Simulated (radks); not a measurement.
The numbers below are computed, except where a source is named.
Pm, 61 electrons, occupied as [Xe] 4f5 6s2. Code: a radial shooting solver on a logarithmic mesh with Libxc functionals. Model: scalar-relativistic Kohn-Sham, PBEsol, spin-unpolarised, spherical densities, finite nucleus; Fermi nuclear charge, rms radius 4.962 fm.

Normalised radial functions P(r) = r R(r), r in bohr:

```
   r/bohr * 4p, o 5s, + 5d (the largest magnitude, 1.47, reaches the edge; | marks zero, & curves that meet)
  0.00407                             & o
 0.004814                             +*o
 0.005649                             +*o
  0.00663                             +* o
  0.00778                             +* o
  0.00913                             + *o
  0.01071                             + *o
  0.01257                             +  &
  0.01475                             +  o*
  0.01731                             + o *
  0.02032                             + o  *
  0.02384                             +o    *
  0.02798                             &       *
  0.03284                            o+        *
  0.03853                           o +         *
  0.04522                          o  |+        *
  0.05307                         o   |+        *
  0.06227                         o   |+        *
  0.07308                         o   |+      *
  0.08576                          o  | +  *
   0.1006                           o * +
   0.1181                        *    |o +
   0.1397                   *         |  +o
   0.1639               *             |  +  o
   0.1924             *               | +    o
   0.2258               *             | +   o
   0.2649                     *       +  o
   0.3109                           o+*
   0.3649                       o  +  |         *
   0.4282                    o    +   |                  *
   0.5025                    o    +   |                        *
   0.5897                       o +   |                          *
    0.692                          + o|                       *
    0.812                            +|     o            *
   0.9529                             | +          &
    1.118                             |   +   *        o
    1.312                             |   *  +          o
     1.54                             | *      +       o
    1.807                             |*        +  o
    2.121                             *        o+
    2.489                             *     o   +
    2.921                             *  o      +
    3.427                             *o       +
    4.054                             &      +
    4.758                             &     +
    5.583                             &    +
    6.552                             &  +
    7.689                             & +
    9.023                             &+
    10.59                             &+
    12.43                             &
    14.58                             &
    17.11                             &
    20.08                             &
```

4p: eigenvalue -236.42 eV, 2 radial nodes at r = 0.101, 0.308 bohr, <r> = 0.628 bohr, 90 % of the charge inside 0.914 bohr. 5s: eigenvalue -41.895 eV, 4 radial nodes at r = 0.0284, 0.112, 0.295, 0.702 bohr, <r> = 1.44 bohr, 90 % of the charge inside 2.08 bohr. 5d (empty): eigenvalue -1.820 eV, 2 radial nodes at r = 0.277, 0.858 bohr, <r> = 3.31 bohr, 90 % of the charge inside 5.52 bohr.
